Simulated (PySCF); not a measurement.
## Radial density of Bi²⁺ (bismuth, charge +2)

BP86, [Xe] 4f14 5d10 6s2 6p1, 2P determinant. Computed with PySCF 2.14 in x2c-QZVPPall, with scalar relativity by spin-free X2C-1e.

| r (bohr) | 4πr²ρ (e/bohr) | 4πr²(ρα − ρβ) |
| --- | --- | --- |
| 0.0170 | 104.6 | 0.0057 |
| 0.0286 | 118.5 | 0.0113 |
| 0.0482 | 158.1 | 0.0053 |
| 0.0811 | 123.8 | -0.0005 |
| 0.136 | 148.3 | 0.0180 |
| 0.229 | 85.82 | 0.0066 |
| 0.386 | 95.96 | 0.0153 |
| 0.649 | 33.32 | 0.0809 |
| 1.09 | 19.05 | -0.0272 |
| 1.84 | 4.826 | 0.4071 |
| 3.09 | 0.7379 | 0.3403 |
| 5.19 | 0.02171 | 0.0183 |

Densities and radii are taken from the X2C orbitals without a picture-change correction, which distorts them close to the nucleus.

Spin-orbit coupling, absent here, splits the open shell strongly.

Problem. Where is the radial spin density 4πr²(ρα − ρβ) most negative, and why is it negative at all?

Solution. Around r = 1.09 bohr, down to -0.0272 e/bohr: exchange with the open shell polarises the paired shells in an unrestricted calculation.
